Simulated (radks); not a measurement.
Values are calculated unless marked as measured or tabulated.
Initial-state core-level shifts of the sulfur ion S3+ when its valence configuration changes from [Ne] 3s2 3p1. Level of theory: scalar-relativistic Kohn-Sham, PBE, spin-polarised, spherical densities, finite nucleus; open shells are filled with parallel spins first; Fermi nuclear charge, rms radius 3.2611 fm (a radial shooting solver on a logarithmic mesh with Libxc functionals). Shifts are changes of the shell-averaged eigenvalues in eV (positive: less bound); the change of the density at the nucleus, which sets a Mossbauer isomer shift, is in e/bohr^3, on a base of 2962.

| valence | 1s | 2s | 2p | density at nucleus |
|---|---|---|---|---|
| 3s1.5 3p1.5 | -0.377 | -0.410 | -0.398 | -6.1958 |
| 3s1 3p2 | -0.612 | -0.697 | -0.672 | -12.4940 |
| 3p3 | -1.700 | -1.824 | -1.772 | -25.3183 |
